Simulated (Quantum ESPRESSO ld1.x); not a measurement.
Spin polarisation of the 3d3 shell in V. Start: [Ar] 3d(up 1.5, down 1.5) 4s2; electrons of 3d are moved from spin down to spin up, other shells keep equal spins. All-electron calculation, scalar-relativistic Kohn-Sham, LDA (Slater exchange, Perdew-Wang correlation), spin-polarised, spherical densities, point nucleus. Program: ld1.x of Quantum ESPRESSO 7.5.

moment (Bohr magnetons)  E - E(0) (eV)  e(3d up) (eV)  e(3d down) (eV)  4s down minus up (eV)  3p down minus up (eV)  3s down minus up (eV)
0                                0.000         -5.382           -5.382                  0.000                  0.000                  0.000
0.75                            -0.107         -5.646           -5.077                  0.168                  0.660                  0.676
1.5                             -0.426         -5.869           -4.733                  0.338                  1.319                  1.349
2.25                            -0.959         -6.048           -4.347                  0.513                  1.975                  2.018
3                               -1.701         -6.176           -3.918                  0.695                  2.624                  2.679

At moment 3 the spin-polarisation energy is -1.701 eV and the 3d exchange splitting 2.259 eV, that is 0.753 eV per Bohr magneton; E = -I m^2/4 would give I = 0.756 eV.
